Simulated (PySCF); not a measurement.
## C3H11ClGeOSi2: core ionisation energies

Species: C₃H₁₁ClGeOSi₂.
SMILES with atom numbers: `[CH2:1]=[C:2]([CH2:3][Cl:4])[SiH2:5][GeH2:6][O:7][SiH3:8]`

Method used: delta-SCF UKS SCAN, pcX-2 on the ionised atom, pcseg-1 elsewhere, spin-free X2C (PySCF 2.14.0). Binding energies are ΔSCF values: E(core-ionised, relaxed orbitals) − E(ground state) at a fixed geometry, referred to the vacuum level.

Task: Give the core binding energies atom by atom.

Result: 
| atom(s) | environment | level | binding energy (eV) | 2p1/2 (eV) | above the level's lowest (eV) | count |
| --- | --- | --- | --- | --- | --- | --- |
| C1 | terminal =CH2 carbon | C 1s | 290.48 | – | 0.00 | 1 |
| C2 | fully substituted alkene carbon | C 1s | 290.60 | – | +0.12 | 1 |
| C3 | sp3 C–Cl carbon | C 1s | 292.45 | – | +1.97 | 1 |
| Cl4 | alkyl chlorine | Cl 2p3/2 | 205.85 | 207.50 | 0.00 | 1 |
| Cl4 | alkyl chlorine | Cl 1s | 2828.45 | – | 0.00 | 1 |
| Si5 | SiH2 silicon | Si 2p3/2 | 106.53 | 107.15 | 0.00 | 1 |
| Si5 | SiH2 silicon | Si 1s | 1846.24 | – | 0.00 | 1 |
| O7 | oxygen bonded to Ge and Si | O 1s | 536.92 | – | 0.00 | 1 |
| Si8 | oxygen-bound silicon | Si 2p3/2 | 106.95 | 107.58 | +0.42 | 1 |
| Si8 | oxygen-bound silicon | Si 1s | 1846.90 | – | +0.66 | 1 |

The listed C 1s values span 1.97 eV, from C1 (bonded to C (double bond) and 2 H) to C3 (bonded to Cl, C and 2 H).

Lowest listed Si 1s: Si5, bonded to C, 2 H and Ge. Highest, 0.66 eV above it: Si8, bonded to O and 3 H.

The listed Si 2p3/2 values span 0.42 eV, from Si5 (bonded to C, 2 H and Ge) to Si8 (bonded to O and 3 H). Summing the Pauling electronegativity differences to the bonded atoms, each weighted by its formal bond order, gives +1.36 for the lowest site and +2.44 for the highest.

Task: Give the binding energy of Cl 1s of Cl4 in hartree and in kJ/mol.

Result: 2828.45 eV = 103.9436 Eh = 272904 kJ/mol.

The 2p values aren't plain energy differences: one relaxed spin-free 2p hole is combined with a matrix within the shell (ground-state 2p orbital-energy differences and spin–orbit coupling). 2p3/2, the mean of its two sublevels, lies a third of the splitting below the shell's mean and 2p1/2 two thirds above it; the statistical areas are 2:1. 2p1/2 minus 2p3/2 (ligand field included): Cl 1.65 eV, Si 0.62 eV. No level of germanium is listed. The structure is a single PBE0-D3(BJ)/def2-SVP conformer in the gas phase; no vibrational or solvent corrections.

Time: 3.6 min of wall time. Hardware: an Arm Neoverse V1 with one thread, on a shared host.

The values belong to the conformer `[CH2:1]=[C:2]([CH2:3][Cl:4])[SiH2:5][GeH2:6][O:7][SiH3:8]`: C1–C2–C3–Cl4 134°, C1–C2–Si5–Ge6 -99°, C2–Si5–Ge6–O7 25°, Si5–Ge6–O7–Si8 1°.
